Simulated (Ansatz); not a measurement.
Reaction (substitution at a C–O bond): `COC1=CC1` + `C[SiH](S)S` → `CS[SiH](C)S` + `OC1=CC1`

Isolated molecules relaxed with PBE0-D4/def2-TZVP in Ansatz; ΔE leaves out vibrations. CCSD(T)/CBS is the MP2 limit (def2-TZVPP, def2-QZVPP) plus CCSD(T) − MP2 in def2-TZVPP, frozen cores. DFT in def2-TZVPP. B3LYP here is the variant with VWN-RPA as its local correlation; programs differ in this. Each species was taken in one conformer, which may not be the lowest.

CCSD(T)/CBS gives -0.30 eV.

(1) Another level gave -0.26 eV. Which?
A. B3LYP-D4/def2-TZVPP
B. HF/def2-TZVPP
C. B3LYP/def2-TZVPP
D. PBE-D4/def2-TZVPP

Largest T1 diagnostic among the species: 0.012.

Results:

(1) A. B3LYP-D4 -0.26, HF/def2-TZVPP -0.13, PBE-D4 -0.31, B3LYP -0.21 eV.

The D4 term adds −0.05 eV with B3LYP and −0.03 eV with PBE0; it sums over pairs of atoms, weighted by their polarisabilities, and B3LYP, whose exchange is more repulsive, gets the larger term. In def2-TZVPP, CCSD(T) changes the Hartree–Fock value by −0.12 eV (the triples alone add −0.02 eV) and MP2 by −0.17 eV.
